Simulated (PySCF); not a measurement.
# V⁺: ionisation energy

V⁺ [Ar] 3d4 [3d3/2^4, M_J = 0] → V²⁺ [Ar] 3d3 [3d3/2^3, M_J = 3/2], as a difference of total energies. Computed with PySCF 2.14 in x2c-TZVPPall-2c, with the two-component X2C-1e Hamiltonian. Correlated levels: [Ne] frozen; the 6 highest virtual spinors dropped. "Screened" scales the spin-orbit matrix elements by Boettger's factors to mimic the two-electron term; Breit and QED terms are absent.

```json
{"method": "GHF (spin-free)", "ionisation energy (eV)": "13.266", "error (eV)": "-1.368"}
{"method": "GMP2 (spin-free)", "ionisation energy (eV)": "14.662", "error (eV)": "+0.028"}
{"method": "GHF (screened spin-orbit)", "ionisation energy (eV)": "13.249", "error (eV)": "-1.385"}
{"method": "GMP2 (screened spin-orbit)", "ionisation energy (eV)": "14.646", "error (eV)": "+0.012"}
```

Reference: 14.634 ± 0.007 eV (measured; NIST Atomic Spectra Database, ionization energies).

Errors of the correlated levels include the incompleteness of this basis and the frozen core.

The labels give the starting determinants; with spin-orbit coupling the two ends relaxed to ⟨J²⟩ = 3.96, ⟨L²⟩ = 6.01, ⟨S²⟩ = 6.00 and ⟨J²⟩ = 6.69, ⟨L²⟩ = 12.00, ⟨S²⟩ = 3.75.

The determinant of V⁺ and of V²⁺ mixes levels of different J (the jj label is only the starting occupation), so the difference between spin-free and spin-orbit rows is not the physical spin-orbit shift.
